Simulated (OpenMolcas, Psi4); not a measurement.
# GaSiH4OF (SMILES [F][GaH][O][SiH3]): the vertical ionisation energy, rung by rung

The species is GaSiH4OF (8 atoms), meant as a singlet with charge 0. As SMILES, `[F][GaH][O][SiH3]`. The coordinates come from a PBE0-D4/def2-TZVP relaxation. This is one conformer, not always the lowest.

Quantity: the vertical ionisation energy (to the doublet cation), in eV. The values are calculated.

```csv
level,kind,program,value (eV),less CCSD(T)/6-31G*,CPU time (all runs)
BLYP/6-31G* (spherical functions),GGA,OpenMolcas,10.34,-0.70,2.7 min
revPBE/6-31G* (spherical functions),GGA,OpenMolcas,10.43,-0.61,3.9 min
TPSS/6-31G* (spherical functions),meta-GGA,OpenMolcas,10.61,-0.43,4.4 min
PBE0/6-31G* (spherical functions),global hybrid,OpenMolcas,10.95,-0.09,2.3 min
B3LYP/6-31G* (Cartesian functions),global hybrid,OpenMolcas,10.91,-0.13,3.4 min
MP2/6-31G* (spherical functions),perturbation theory,Psi4,11.82,+0.78,24 s
"CCSD(T)/6-31G* (spherical functions), open shells restricted",coupled cluster or CI,OpenMolcas,11.04,0.00,4.6 min
CCSD/6-31G* (spherical functions),coupled cluster or CI,Psi4,11.09,+0.05,2.9 min
```

CCSD(T)/6-31G* (spherical functions), open shells restricted is the highest level here, not the true value. All-electron rows without a relativistic Hamiltonian named are non-relativistic. The values span 10.34 to 11.82 eV. In the correlated wave-function rows the outer d shell of Ga is correlated, in sets not made for it. Times are those of the runs behind each value, whatever else they computed, on shared processors of several kinds: orders of magnitude only.
